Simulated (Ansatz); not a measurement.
Consider the cleavage of the B–Si bond: `CB[SiH](C)F` + `CNC` → `CBN(C)C` + `C[SiH2]F`.

Isolated molecules relaxed with PBE0-D4/def2-TZVP in Ansatz; ΔE leaves out vibrations. CBS: MP2 limit from def2 TZ/QZ plus the TZ coupled-cluster correction, frozen cores. Functionals use def2-TZVPP. B3LYP here is the variant with VWN-RPA as its local correlation; programs differ in this. One conformer a species, not always the lowest.

`CB[SiH](C)F`:

```xyz
13

C    -1.946   -0.588   -0.346
B    -0.493   -1.139   -0.367
Si    0.981   -0.226    0.658
C     1.404    1.433   -0.092
F     2.330   -1.108    0.704
H    -2.466   -0.694   -1.302
H    -2.085    0.423    0.041
H    -2.479   -1.267    0.341
H    -0.282   -2.145   -0.988
H     0.569   -0.026    2.080
H     2.198    1.921    0.479
H     0.528    2.087   -0.082
H     1.740    1.329   -1.126
```

`CNC`:

Cartesian coordinates in Å:
```
C -0.495 0.850 -0.702
N 0.644 0.299 -0.007
C 0.300 -0.832 0.824
H -0.176 1.662 -1.358
H -1.197 1.270 0.025
H -1.051 0.113 -1.308
H 1.356 0.030 -0.673
H -0.360 -0.502 1.632
H 1.200 -1.247 1.282
H -0.221 -1.643 0.285
```

`CBN(C)C`:

Cartesian coordinates in Å:
```
C 0.383 -1.355 -1.640
B -0.518 -0.800 -0.481
N -0.186 0.249 0.377
C -1.075 0.700 1.423
C 1.045 1.002 0.343
H 0.558 -2.426 -1.486
H -0.159 -1.286 -2.590
H 1.355 -0.877 -1.778
H -1.595 -1.304 -0.293
H -1.988 0.107 1.413
H -1.338 1.756 1.286
H -0.602 0.604 2.408
H 1.696 0.646 -0.451
H 0.844 2.067 0.174
H 1.581 0.916 1.296
```

`C[SiH2]F`:

Cartesian coordinates in Å:
```
C 0.285 -0.850 -0.407
Si -0.222 0.746 0.388
F -1.456 1.374 -0.422
H 0.591 -0.693 -1.443
H 1.129 -1.287 0.134
H -0.535 -1.572 -0.395
H -0.671 0.539 1.788
H 0.879 1.742 0.357
```

```json
{"level": "PBE-D4", "ΔE (kJ/mol)": "-171.2", "difference from CCSD(T)/CBS": "9.2"}
{"level": "r2SCAN-D4", "ΔE (kJ/mol)": "-176.8", "difference from CCSD(T)/CBS": "3.6"}
{"level": "PBE0-D4", "ΔE (kJ/mol)": "-172.4", "difference from CCSD(T)/CBS": "8.0"}
{"level": "B3LYP-D4", "ΔE (kJ/mol)": "-178.2", "difference from CCSD(T)/CBS": "2.2"}
{"level": "ωB97X-V", "ΔE (kJ/mol)": "-173.8", "difference from CCSD(T)/CBS": "6.6"}
{"level": "ωB97M-V", "ΔE (kJ/mol)": "-180.8", "difference from CCSD(T)/CBS": "-0.4"}
{"level": "B2PLYP", "ΔE (kJ/mol)": "-181.9", "difference from CCSD(T)/CBS": "-1.5"}
{"level": "PBE", "ΔE (kJ/mol)": "-169.8", "difference from CCSD(T)/CBS": "10.6"}
{"level": "r2SCAN", "ΔE (kJ/mol)": "-176.4", "difference from CCSD(T)/CBS": "4.0"}
{"level": "PBE0", "ΔE (kJ/mol)": "-171.3", "difference from CCSD(T)/CBS": "9.1"}
{"level": "B3LYP", "ΔE (kJ/mol)": "-176.1", "difference from CCSD(T)/CBS": "4.3"}
{"level": "HF/def2-TZVPP", "ΔE (kJ/mol)": "-171.1", "difference from CCSD(T)/CBS": "9.3"}
{"level": "MP2/def2-TZVPP", "ΔE (kJ/mol)": "-190.4", "difference from CCSD(T)/CBS": "-10.0"}
{"level": "SCS-MP2/def2-TZVPP", "ΔE (kJ/mol)": "-186.4", "difference from CCSD(T)/CBS": "-6.0"}
{"level": "CCSD/def2-TZVPP", "ΔE (kJ/mol)": "-179.6", "difference from CCSD(T)/CBS": "0.8"}
{"level": "CCSD(T)/def2-TZVPP", "ΔE (kJ/mol)": "-182.4", "difference from CCSD(T)/CBS": "-2.0"}
{"level": "HF/def2-QZVPP", "ΔE (kJ/mol)": "-171.6", "difference from CCSD(T)/CBS": "8.8"}
{"level": "MP2/def2-QZVPP", "ΔE (kJ/mol)": "-189.4", "difference from CCSD(T)/CBS": "-9.0"}
{"level": "SCS-MP2/def2-QZVPP", "ΔE (kJ/mol)": "-185.3", "difference from CCSD(T)/CBS": "-4.9"}
{"level": "HF/CBS(def2)", "ΔE (kJ/mol)": "-171.7", "difference from CCSD(T)/CBS": "8.7"}
{"level": "MP2/CBS(def2)", "ΔE (kJ/mol)": "-188.4", "difference from CCSD(T)/CBS": "-8.0"}
{"level": "CCSD/CBS(def2)", "ΔE (kJ/mol)": "-177.6", "difference from CCSD(T)/CBS": "2.8"}
{"level": "CCSD(T)/CBS", "ΔE (kJ/mol)": "-180.4", "difference from CCSD(T)/CBS": "0"}
```

Largest T1 diagnostic among the species: 0.012.

In def2-TZVPP, CCSD(T) changes the Hartree–Fock value by −11.3 kJ/mol (the triples alone add −2.8 kJ/mol) and MP2 by −19.3 kJ/mol.
